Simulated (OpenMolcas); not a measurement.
# V4+, Nb4+, Ta4+: d down the group

```yaml
Program: OpenMolcas 26.06
Method: SS-CASPT2, IPEA 0.25 Eh, imaginary shift 0.1 Eh
Basis: ANO-R2
Scalar_Hamiltonian: X2C, finite nucleus
Spin-orbit_coupling: RASSI with atomic mean-field integrals over the reference wave functions, term energies averaged over their components
```

Active space for each ion: 1 electron in 10 orbitals (d d); closed shells correlated by CASPT2: V4+ 3s 3p; Nb4+ 4s 4p; Ta4+ 5s 5p.

Computed levels in cm-1 above 2D 3/2:

```json
{"Level": "2D 5/2", "V4+": "588", "Nb4+": "1810", "Ta4+": "7230"}
{"Level": "weight of 2D in the lowest level (%)", "V4+": "100", "Nb4+": "100", "Ta4+": "100"}
```

Measured, with the error of the calculation in %. Measured levels: V4+ from Sugar and Corliss, J. Phys. Chem. Ref. Data 7, 1191 (1978); Nb4+ from Moore, Atomic Energy Levels, vol. II, NSRDS-NBS 35 (1971 reprint of NBS Circular 467, 1952).

| Level | V4+ | Nb4+ |
| --- | --- | --- |
| 2D 5/2 | 625 (-5.8) | 1870 (-3.2) |

The fine-structure level 2D 5/2 changes by a factor of 12.3 from V4+ to Ta4+.

Term energies are means over components that CASPT2 splits; among the terms shown or strongly mixed into the levels shown the widest spread is 12 cm-1 (3d 2D, V4+). With one active electron, CASPT2 adds the correlation within the correlated inactive shells and between them and that electron, and leaves the splitting within a term as the reference gives it. With one active electron outside closed inactive shells, the extra shells (4d) add no correlation to the reference (holds for V4+). With one active electron outside closed inactive shells, the extra shells (5d) add no correlation to the reference (holds for Nb4+). With one active electron outside closed inactive shells, the extra shells (6d) add no correlation to the reference (holds for Ta4+). Computed and measured levels are paired by configuration, term and J; levels that our copy of the source lacks, or whose pairing is in doubt (as where it misses far off the trend of its configuration), stay unpaired and out of the deviations. Only configurations of the active space appear.
